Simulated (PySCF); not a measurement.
Isomers of C3H11FSi2, mass 122.038 u with the commonest isotopes. Level of theory: PySCF, PBE0-D3(BJ)/def2-SVP geometry optimisation, gas phase. One conformer each, none proved a minimum here; rigid rotors.

Task: Order these by rotational constant B, largest first.
A. `[CH3:1][C:2]([SiH3:3])([SiH3:4])[CH2:5][F:6]` with C1–C2–C5–F6 -179°
B. `[CH3:1][CH2:2][SiH2:3][C@@H:4]([F:5])[SiH3:6]` with C1–C2–Si3–C4 172°, C2–Si3–C4–F5 -60°
C. `[CH3:1][SiH2:2][CH2:3][C@@H:4]([F:5])[SiH3:6]` with C1–Si2–C3–C4 -76°, Si2–C3–C4–F5 48°

Result: A (1964 MHz), B (1131 MHz), C (1039 MHz).

Task: Order these by radius of gyration √(Σ m r²/M), smallest first.
A. `[CH3:1][SiH2:2][CH2:3][C@@H:4]([F:5])[SiH3:6]` with C1–Si2–C3–C4 -76°, Si2–C3–C4–F5 48°
B. `[CH3:1][C:2]([SiH3:3])([SiH3:4])[CH2:5][F:6]` with C1–C2–C5–F6 -179°
C. `[CH3:1][CH2:2][SiH2:3][C@@H:4]([F:5])[SiH3:6]` with C1–C2–Si3–C4 172°, C2–Si3–C4–F5 -60°

Result: B (1.836 Å), C (2.107 Å), A (2.155 Å).

Task: Order these by rotational constant A, smallest first.
A. `[CH3:1][C:2]([SiH3:3])([SiH3:4])[CH2:5][F:6]` with C1–C2–C5–F6 -179°
B. `[CH3:1][CH2:2][SiH2:3][C@@H:4]([F:5])[SiH3:6]` with C1–C2–Si3–C4 172°, C2–Si3–C4–F5 -60°
C. `[CH3:1][SiH2:2][CH2:3][C@@H:4]([F:5])[SiH3:6]` with C1–Si2–C3–C4 -76°, Si2–C3–C4–F5 48°

Result: A (2045 MHz), B (3403 MHz), C (4725 MHz).

| SMILES | point group | Ia (u·Å²) | Ib (u·Å²) | Ic (u·Å²) | κ | μa (D) | μb (D) | μc (D) |
| --- | --- | --- | --- | --- | --- | --- | --- | --- |
| CC[SiH2][C@@H](F)[SiH3] | C1 | 148.52 | 447.03 | 487.76 | -0.92 | 0.41 | 0.83 | 0.67 |
| C[SiH2]C[C@@H](F)[SiH3] | C1 | 106.96 | 486.22 | 539.91 | -0.95 | 0.27 | 0.98 | 0.27 |
| CC([SiH3])([SiH3])CF | – | 247.11 | 257.34 | 318.28 | 0.64 | 0.16 | 0.78 | 1.75 |
